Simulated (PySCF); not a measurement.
**CsBi⁺ from Hartree–Fock to correlated methods**

State: ⁴Σ⁻ (quartet), unpaired electrons σ ↑, π ↑↑. Set-up: PySCF, scalar-relativistic core potentials, basis sets Cs def2-SVP with ECP46, Bi def2-SVP with ECP60. De refers to Cs⁺ + Bi in their high-spin ground configurations, without counterpoise correction. The functionals are run spin-unrestricted. A positive dipole points towards Bi; it is taken about the centre of mass and depends on that origin.

```tsv
Level	Re (Å)	ωe (cm⁻¹)	De (eV)	μ (D)
UHF	4.638	21.8	n/a	-12.29
UHF-MP2	4.395	28.0	n/a	n/a
UHF-SCS-MP2	4.432	26.8	n/a	n/a
UHF-CCSD	4.400	28.1	n/a	n/a
UHF-CCSD(T)	4.387	28.5	n/a	n/a
PBE	4.279	30.7	n/a	-10.57
PW91	4.255	31.9	n/a	-10.47
BLYP	4.396	28.0	n/a	-10.91
TPSS	4.323	29.2	n/a	-10.84
r²SCAN	4.314	29.5	n/a	-10.99
PBE0	4.292	29.6	n/a	-10.82
```

The bond length runs from 4.255 Å (PW91) to 4.638 Å (UHF).

Correlated steps freeze 4 core orbitals. These are scalar-relativistic numbers at best; spin–orbit coupling would shift them, the dissociation energy most. The state is the lowest determinant that a PBE0 search found; another state may lie lower at other levels.

The whole job (state search and all levels along the bond) took about 1 min on 1 thread of Intel Xeon 6975P-C (shared host), peak memory 0.58 GiB.
